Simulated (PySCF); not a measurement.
C⁺: excitation energy

C⁺ [He] 2s2 2p1 (2P) → C⁺ [He] 2s1 2p1 3d1 (high-spin determinant), as a difference of total energies. Calculation: PySCF 2.14, in dyall-acv3z (15s9p4d2f, 76 functions); no relativity, point nucleus. Correlated levels: valence: 1s2 frozen; virtual orbitals above 40 to 60 times the deepest correlated orbital energy dropped. The calculations carry no spin-orbit coupling.

```csv
method,excitation energy (cm⁻¹)
UHF,184900
MP2 (valence),194730
SCS-MP2 (valence),197570
CCSD (valence),198650
CCSD(T) (valence),198770
```

The upper state lies above the first ionisation limit, but in LS coupling its spin forbids autoionisation to the ground ion. A Rydberg-like electron needs more diffuse functions than a valence basis has.

The promoted electron is Rydberg-like, and one or two diffuse shells describe it only roughly, which tends to raise the upper state.

The coupled-cluster amplitudes are large for the upper state (T1 above 0.03 or a double amplitude above 0.15), so a single reference is strained.

The determinant of the upper state mixes LS terms, which raises its energy above the lowest term, most at the Hartree-Fock and MP2 levels.
